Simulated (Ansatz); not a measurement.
A nudged elastic band was laid between two geometries of CH$_{5}$F$_{2}$NOSi (11 atoms, charge 0, multiplicity 1).

The calculation used Ansatz, RKS PBE-D4/STO-3G.

```json
{
  "movable images": "5",
  "climbing image": "yes",
  "spring": "5.0 eV/Å²",
  "optimiser": "quadratic models (default)",
  "start path": "IDPP",
  "force threshold": "0.03 eV/Å",
  "iteration limit": "60",
  "end points": "relaxed"
}
```

Image 0:

```xyz
11
Properties=species:S:1:pos:R:3
N -0.231 -2.011 0.735
C -0.104 -0.488 0.616
F 0.995 0.047 1.350
O 0.065 -0.243 -0.813
Si 0.014 1.456 -1.184
F -1.485 2.040 -0.812
H 0.715 -2.362 0.370
H -0.130 -2.182 1.789
H -1.066 -0.051 1.047
H 1.022 2.237 -0.455
H 0.270 1.501 -2.623
```

Image 6:

```xyz
11
Properties=species:S:1:pos:R:3
N -0.168 -1.976 0.458
C -0.265 -0.507 0.808
F 1.015 0.217 0.679
O -1.116 0.203 -0.096
Si -0.028 1.407 -0.832
F -1.138 2.073 -1.864
H 0.308 -2.020 -0.497
H 0.564 -2.383 1.123
H -0.584 -0.461 1.899
H 0.428 2.507 0.029
H 1.049 0.884 -1.687
```

(1) What changes between the two ends?

(2) What energy profile does the band end with?

(3) What is the geometry of the highest image?

(4) What are the harmonic wavenumbers there?

The band took 10 iterations and about 4 core-minutes.

Answers

(1) No bond is made or broken. The dihedral C2–O4–Si5–H10 goes from 57 to -70°.

(2) It converged. The highest image is number 3 of 0 to 6, 4.6 kJ/mol above the first end and 9.3 kJ/mol above the last; the last end lies 4.7 kJ/mol below the first. A vibrational analysis at the climbing image gives one clearly imaginary mode, 49i cm⁻¹: a first-order saddle point. Limits of this set-up: minimal basis.

| image | path coordinate (Å) | energy (kJ/mol) | dihedral C2–O4–Si5–H10 (°) |
| --- | --- | --- | --- |
| 0 | 0.00 | 0.0 | 57 |
| 1 | 0.71 | 0.7 | 41 |
| 2 | 1.42 | 3.1 | 18 |
| 3 | 2.13 | 4.6 | -10 |
| 4 | 2.88 | 2.6 | -36 |
| 5 | 3.63 | -3.5 | -57 |
| 6 | 4.38 | -4.7 | -70 |

(3) 
```xyz
11
Properties=species:S:1:pos:R:3
N -0.329 -1.992 0.787
C 0.030 -0.511 0.625
F 1.424 -0.240 0.771
O -0.406 -0.164 -0.718
Si -0.142 1.530 -1.050
F -1.578 2.076 -1.649
H 0.277 -2.473 0.043
H 0.182 -2.269 1.690
H -0.523 0.046 1.454
H 0.242 2.280 0.153
H 0.888 1.659 -2.085
```

(4) 49i, 51, 176, 222, 231, 356, 456, 542, 651, 757, 772, 863, 865, 976, 1025, 1051, 1105, 1180, 1274, 1380, 1447, 1788, 2498, 2537, 3038, 3358, 3548 cm⁻¹.

Run time: 3.6 min on 1 thread of Arm Neoverse N1, on a shared host, peak memory 0.11 GiB.
